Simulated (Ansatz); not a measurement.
Ligand exchange: C2H3F2I + CuI → C2H3FI2 + CuF

Species: C2H3F2I `FCC(F)I`, singlet; CuI, singlet; C2H3FI2 `FC(I)CI`, singlet; CuF (fluorocopper), singlet. The partners trade F for I: C–F and Cu–I bonds give way to C–I and Cu–F.

Shapes, held fixed at every level: PBE0-D4/def2-TZVP. Flexible molecules stand in one conformer, not always the lowest. Programs: Ansatz 0.2.0. The zero-point and thermal change to 298 K, harmonic and unscaled (PBE0-D4/def2-TZVP), is -4.5 kJ/mol.

```json
{"level": "SPW92/def2-TZVPP", "kind": "LDA", "ΔH(298 K) (kJ/mol)": "+106.4", "CPU time (sum over the molecules)": "11 s"}
{"level": "B3LYP-D4/def2-TZVPP", "kind": "global hybrid", "ΔH(298 K) (kJ/mol)": "+97.9", "CPU time (sum over the molecules)": "39 s"}
{"level": "BHLYP-D4/def2-TZVPP", "kind": "global hybrid", "ΔH(298 K) (kJ/mol)": "+117.0", "CPU time (sum over the molecules)": "34 s"}
{"level": "PBE0-D4/def2-TZVPP", "kind": "global hybrid", "ΔH(298 K) (kJ/mol)": "+108.8", "CPU time (sum over the molecules)": "26 s"}
{"level": "r2SCAN0-D4/def2-TZVPP", "kind": "global hybrid", "ΔH(298 K) (kJ/mol)": "+114.6", "CPU time (sum over the molecules)": "43 s"}
{"level": "wB97M-V/def2-TZVPP", "kind": "range-separated hybrid", "ΔH(298 K) (kJ/mol)": "+104.8", "CPU time (sum over the molecules)": "95 s"}
{"level": "wB97X-V/def2-TZVPP", "kind": "range-separated hybrid", "ΔH(298 K) (kJ/mol)": "+103.2", "CPU time (sum over the molecules)": "66 s"}
```

wB97X-V/def2-TZVPP gives ΔH(298 K) = +103.2 kJ/mol; the levels span +97.9 to +117.0. The median of the levels is +106.4. No measured value is set beside it here. For atoms past krypton def2 sets carry core potentials with scalar relativity. Relativity is left out for Cu. Times are processor times on shared x86 and Arm servers, and rough.
